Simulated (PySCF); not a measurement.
CH₂AlNO, SMILES C(=O)=[N][AlH2]. Atoms are numbered in the order given.

```xyz
6

Al     0.0000     0.0000     1.7282
H      0.0000     1.3953     2.4587
H      0.0000    -1.3953     2.4587
N      0.0000     0.0000    -0.0549
C      0.0000     0.0000    -1.2589
O      0.0000     0.0000    -2.4308
```

Geometry optimised at B3LYP-D3(BJ)/def2-SVP.

Method: PySCF with PBE0/pcJ-1.

Isotropic couplings with Fermi-contact, spin-dipole and both spin-orbit terms, one fixed conformer, no vibrational averaging. Isotopes: 13C, 14N, 1H.

Computed spin–spin coupling constants:
```csv
pair,bonds apart,J (Hz)
N4–C5,1,34.4
H2–H3,2,51.8
H2–N4,2,8.4
H3–N4,2,8.4
H2–C5,3,3.5
H3–C5,3,3.5
```
